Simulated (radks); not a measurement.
Question: The mean radii <r> (bohr) of the occupied orbitals of an atom or ion are listed with their occupations. Method: non-relativistic Kohn-Sham, exchange-only B88, spin-polarised, spherical densities, point nucleus; computed with a radial shooting solver on a logarithmic mesh with Libxc functionals.

orbital  occ.      <r>
1s up       1  0.04368
1s down     1  0.04368
2s up       1   0.1937
2s down     1   0.1937
2p up       3   0.1671
2p down     3   0.1671
3s up       1   0.5627
3s down     1   0.5624
3p up       3   0.5691
3p down     3   0.5684
3d up       5   0.5888
3d down     5   0.5851
4s up       1    1.620
4s down     1    1.617
4p up       3    1.858

Name the element and its charge. Open shells, if any, are filled with parallel spins first.

Answer: Z = 35, bromine, charge +2: Br2+ in [Ar] 3d10 4s2 4p3. The 1s radius gives Z: for a bare nucleus <r> = 1.5/Z, 0.04286 bohr for Z = 35, and screening makes it slightly larger (0.04368 here). The occupations add up to 33, and the charge is Z minus that.
